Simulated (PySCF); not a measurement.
## Electron correlation in Xe³⁺ (xenon, charge +3)

[Kr] 4d10 5s2 5p3, high-spin 4S determinant. Computed with PySCF 2.14 in aug-cc-pVTZ-PP with one added diffuse shell each of d, f type with ECP28MDF (6s5p5d3f, 67 functions), with a scalar-relativistic core potential. Frozen: 4s2 4p6 4d10; 5 electrons correlated.

| level | correlation energy (mhartree) |
| --- | --- |
| CCSD | -81.59 |
| (T) | -1.95 |
| CCSD(T) | -83.54 |

Diagnostics: T1 = 0.0015, D1 = 0.0031, largest double amplitude 0.048.

Cost of the coupled-cluster step: about 4 core-seconds, for 5 correlated electrons.

Iterations:

```
CC2 = 0
CCSD nocc = (np.int64(4), np.int64(1)), nmo = (58, 58)
frozen orbitals [[0, 1, 2, 3, 4, 5, 6, 7, 8], [0, 1, 2, 3, 4, 5, 6, 7, 8]]
max_cycle = 100
direct = 0
conv_tol = 1e-08
conv_tol_normt = 1e-06
diis_space = 8
diis_start_cycle = 0
Init t2, MP2 energy = -0.0687115321074198
Init E_corr(UCCSD) = -0.0687115321309369
cycle = 1  E_corr(UCCSD) = -0.0791380726681631  dE = -0.0104265405  norm(t1,t2) = 0.029542
cycle = 2  E_corr(UCCSD) = -0.0809956413246364  dE = -0.00185756866  norm(t1,t2) = 0.0073967
cycle = 3  E_corr(UCCSD) = -0.0816024634502524  dE = -0.000606822126  norm(t1,t2) = 0.00234438
cycle = 4  E_corr(UCCSD) = -0.0815902114003069  dE = 1.22520499e-05  norm(t1,t2) = 0.000254857
cycle = 5  E_corr(UCCSD) = -0.0815899095910002  dE = 3.01809307e-07  norm(t1,t2) = 2.34157e-05
cycle = 6  E_corr(UCCSD) = -0.0815898541689387  dE = 5.54220616e-08  norm(t1,t2) = 1.84946e-06
cycle = 7  E_corr(UCCSD) = -0.0815898703979615  dE = -1.62290228e-08  norm(t1,t2) = 3.08867e-07
cycle = 8  E_corr(UCCSD) = -0.0815898691816946  dE = 1.21626689e-09  norm(t1,t2) = 6.33816e-08
UCCSD converged
E(UCCSD) = -326.1419355623931  E_corr = -0.08158986918169459
UCCSD(T) correction = -0.00195254742552349
```
